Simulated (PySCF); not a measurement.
Consider `C[Se][Se]C` (C2H6Se2). Optimised structure (Å), atoms numbered from 1:
```
C    -2.0025    0.1059    0.2372
Se   -0.7371    0.9066   -1.0125
Se    0.9219   -0.7062   -1.0209
C     1.9871   -0.1244    0.5060
H    -1.5648    0.0363    1.2411
H    -2.8766    0.7735    0.2657
H    -2.3077   -0.8859   -0.1186
H     2.8782   -0.7693    0.5272
H     1.4261   -0.2466    1.4413
H     2.2923    0.9209    0.3745
```

Energies: ωB97X-D3(BJ)/ma-def2-TZVP (PySCF, density fitting, integration grid level 2) on PBE0-D3(BJ)/def2-SVP structures. Thermal corrections: PBE0-D3(BJ)/def2-SVP frequencies, unscaled, ideal gas at 298.15 K and 1 bar, quasi-RRHO entropy.

Problem. What are the vertical and the adiabatic ionisation energy for forming the radical cation?

Solution. 8.70 eV vertical and 7.99 eV adiabatic, the latter with zero-point energy.

Problem. Where does the unpaired spin of the relaxed radical cation sit?

Solution. Se3 (selenium) 0.49, Se2 (selenium) 0.49 (intrinsic atomic orbital populations).

Problem. What oxidation potential follows in acetonitrile (IEF-PCM), given that Fc+/Fc comes at 4.54 V absolute with this functional and basis?

Solution. In the gas phase ΔG of oxidation is 7.984 eV, and solvation is -14.3 kJ/mol for the parent and -228.8 kJ/mol for the product, so the absolute potential is 5.76 V, or 1.22 V against Fc+/Fc. Fc+/Fc in acetonitrile, 4.54 V, is ωB97X-D3(BJ)/ma-def2-TZVP on PBE0-D3(BJ)/def2-SVP structures with GFN2-xTB thermal terms. Benchmark calculations put it near 5.0 V in acetonitrile and DMSO, so it is about 0.5 V low, and the value against it can read up to that much too high. The solvent is electrostatics only, on gas-phase structures; the absolute scale refers to an electron at rest in vacuum.

Problem. How far is −ε(HOMO) from the vertical value by ΔSCF?

Solution. −ε(HOMO) = 8.83 eV, which is 0.13 eV above the ΔSCF value.

Caveats: spin-orbit coupling is left out of the energies, which matters for open shells on the heavier atoms; atoms from Ga to Kr are treated without relativity.
